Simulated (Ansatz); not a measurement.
A nudged elastic band was laid between two geometries of CH7AsOSn (11 atoms, charge 0, multiplicity 1).

Theory: RKS PBE/def2-SVP in Ansatz.

| Item | Value |
| --- | --- |
| movable images | 7 |
| climbing image | yes |
| spring | 5.0 eV/Å² |
| optimiser | quadratic models (default) |
| start path | IDPP |
| force threshold | 0.05 eV/Å |
| iteration limit | 60 |
| end points | relaxed |

First end point:

```xyz
11
Properties=species:S:1:pos:R:3
As -0.887 2.436 0.191
C 0.226 0.751 0.170
O -0.681 -0.317 0.098
Sn 0.008 -2.225 0.119
H 0.326 3.371 -0.028
H -1.170 2.397 -1.324
H 0.942 0.790 -0.685
H 0.828 0.768 1.113
H 1.033 -2.429 -1.262
H 0.884 -2.453 1.596
H -1.443 -3.144 0.034
```

Last end point:

```xyz
11
Properties=species:S:1:pos:R:3
As -0.244 2.692 -0.198
C 0.525 0.838 -0.053
O -0.478 -0.134 -0.004
Sn 0.023 -2.098 0.157
H -1.288 2.440 0.905
H -1.242 2.289 -1.298
H 1.209 0.738 -0.933
H 1.175 0.864 0.858
H 0.965 -2.523 -1.234
H 0.935 -2.295 1.617
H -1.514 -2.869 0.203
```

(1) Which bonds break or form, and what moves?

(2) What energy profile does the band end with?

(3) What is the geometry of the highest image?

Answers

(1) No bond is made or broken. The height of As1 over the plane of its neighbours goes from 0.91 to -0.91 Å.

(2) The run converged. The highest image is number 4 of 0 to 8, 1.66 eV above the first end and 1.71 eV above the last; the last end lies 0.05 eV below the first. Neighbouring images differ by up to 1.4 eV, so the band resolves the path poorly. A vibrational analysis at the climbing image gives one clearly imaginary mode, 883i cm⁻¹: a first-order saddle point.

```tsv
image	path coordinate (Å)	energy (eV)	height of As1 over the plane of its neighbours (Å)
0	0.00	0.00	0.91
1	0.63	0.01	0.90
2	1.27	0.04	0.89
3	1.90	0.27	0.70
4	2.54	1.66	0.02
5	3.01	0.64	-0.50
6	3.48	0.11	-0.79
7	3.95	-0.02	-0.88
8	4.43	-0.05	-0.91
```

(3) 
```xyz
11
Properties=species:S:1:pos:R:3
As -0.332 2.442 -0.376
C 0.377 0.650 -0.040
O -0.624 -0.285 0.223
Sn -0.135 -2.262 0.331
H -0.494 3.451 0.714
H -0.681 2.907 -1.753
H 0.984 0.433 -0.953
H 1.091 0.806 0.806
H 0.695 -2.677 -1.132
H 0.863 -2.517 1.725
H -1.678 -3.004 0.475
```

Run time: 2.5 min on 2 threads of Intel(R) Xeon(R) Platinum 8488C (Sapphire Rapids), on a shared host, peak memory 0.18 GiB.
